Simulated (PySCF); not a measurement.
## Frontier orbitals and the lowest excitations

Species: Au(NH3)Cl (singlet state).
Cartesian coordinates in Å at the PBE0-D3(BJ)/def2-SVP level; atoms count from 1:
```
atom  x, y, z in Å
Au1   -0.007    0.001   -1.212
N2     0.003    0.000    0.888
H3    -0.412    0.853    1.267
H4     0.953   -0.065    1.256
H5    -0.524   -0.788    1.266
Cl6   -0.015   -0.001   -3.466
```

Theory: PySCF, TDDFT CAM-B3LYP/def2-SVPD, vertical, gas phase, core orbitals frozen in the response, def2 core potentials past Kr. Spin–orbit coupling is left out.

Kohn–Sham orbitals with the atoms that hold most of them (Löwdin shares over 4%, at most four atoms; ? is withheld):

| orbital | ε (eV) | atoms |
| --- | --- | --- |
| HOMO-3 | -10.03 | Au1 99% |
| HOMO-2 | -8.91 | Au1 68%, Cl6 27% |
| HOMO-1 | -8.34 | Cl6 75%, Au1 23% |
| HOMO | -8.34 | Cl6 75%, Au1 23% |
| LUMO | -0.26 | ? |
| LUMO+1 | 1.25 | Au1 69%, Cl6 8%, H4 8%, H5 6% |
| LUMO+2 | 1.25 | Au1 69%, Cl6 8%, H3 8%, H5 7% |

**Question.** Give the leading atoms of the LUMO.

**Answer.** Au1 (bonded to Cl and N) 35%; N2 (bonded to Au and 3 H) 17%; H3 (bonded to N) 14%; H5 (bonded to N) 14%. By element: gold 35%, hydrogen 27% or more, nitrogen 17%.

Within 0.005 eV of a neighbour in this list lie HOMO-1/HOMO and LUMO+1/LUMO+2 (point group found: C3v); within a degenerate set the shares of single atoms can hang on how the components are chosen.

**Question.** How does S1 compare with the orbital gap of 8.08 eV?

**Answer.** S1 is at 5.21 eV (f = 0.0057), 2.88 eV below the gap, made of HOMO-1/HOMO→LUMO (≥78%), HOMO-1/HOMO→LUMO+3 (≥16%). S1/S2 lie within about 0.01 eV of each other. Without the coupling terms of the response equations the lowest excitation would equal the gap.

For S1 the Löwdin share of gold is 23% in HOMO and 35% in LUMO.

Next come S2 at 5.21 eV (f 0.0057), HOMO-1/HOMO→LUMO (≥78%), HOMO-1/HOMO→LUMO+3 (≥16%); S3 at 5.62 eV (f 0.019), HOMO-2→LUMO (86%); S4 at 6.12 eV (f 0.0000), HOMO-3→LUMO (76%), HOMO-3→LUMO+3 (13%); S5 at 6.12 eV (f 0.0000), HOMO-4→LUMO (76%), HOMO-4→LUMO+3 (13%).

Orbitals of the list HOMO-3 to LUMO+2 that lie within 0.01 eV of each other are written together with a slash and their weights summed (≥ marks a lower bound); for degenerate orbitals outside that list single weights are arbitrary.

Hardware: one thread, Arm Neoverse V1, no GPU, on a shared host. Cost: 8.7 s wall.
